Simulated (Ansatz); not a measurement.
One reagent, a row of partners

Four-centre ligand exchange: SiH₄O₄ ([OH][Si]([OH])([OH])[OH]) meets different reagents, and the same bond of it breaks. Each row is one chosen step, not always the lowest open to these reactants.

Gas-phase electronic energies, without zero-point energy, by CCSD(T) at an estimated basis limit (MP2 extrapolated from triple and quadruple zeta, plus CCSD(T) − MP2 in triple zeta); Ansatz 0.2.0, def2-TZVPP and QZVPP, frozen cores, on PBE0-D4/def2-TZVP structures. Extrapolation: Hartree–Fock as exp(−7.88 √X), correlation as X^−2.97. All energies, in eV, count from the separated reactants, without counterpoise correction; the start and end structures are the complexes reached by relaxing down from the saddle, and deeper ones may exist. Brackets give SMILES, or, where every atom is bracketed, only which atoms are joined. Steps whose reference was doubtful or whose search ended elsewhere are left out.

| reactants | products | broken | formed | start structure | saddle | end structure | saddle by PBE-D4/TZ |
| --- | --- | --- | --- | --- | --- | --- | --- |
| SiH₄O₄ ([OH][Si]([OH])([OH])[OH]) + HF | SiH₃O₃F ([OH][Si]([OH])([OH])[F]) + H₂O | F–H, O–Si | F–Si, H–O | -0.427 | 0.634 | -0.786 | 0.356 |
| SiH₄O₄ ([OH][Si]([OH])([OH])[OH]) + NH₃ | SiNH₅O₃ ([NH2][Si]([OH])([OH])[OH]) + H₂O | H–N, O–Si | H–O, N–Si | -0.279 | 1.189 | 0.032 | 0.871 |
| SiH₄O₄ ([OH][Si]([OH])([OH])[OH]) + H₂ | SiH₄O₃ ([OH][SiH]([OH])[OH]) + H₂O | H–H, O–Si | H–O, H–Si | -0.033 | ? | 0.640 | 2.055 |

Question: What is the height of the saddle for SiH₄O₄ ([OH][Si]([OH])([OH])[OH]) + H₂? (An estimate is asked for; the value comes from the calculation.)

Answer: The calculation gives: 2.467 eV relative to the separated reactants, the highest of the series; above its start structure the barrier is 2.467 − (-0.033) ≈ 2.499 eV.

Question: How do the PBE-D4 saddles lie against the coupled-cluster estimate?

Answer: All lower, by 0.277 to 0.411 eV.

The T1 diagnostic stays at or below 0.012.

For scale, one of the runs: CCSD(T)/def2-TZVPP, 295 basis functions, launched by `ansatz run in.yaml --threads 8 --pin off --events-out ev --progress --plain --max-ram 19148MiB`. The run took 4.5 min on 8 CPU threads of an Intel Xeon (shared host), with 10 GiB of host memory at its peak.
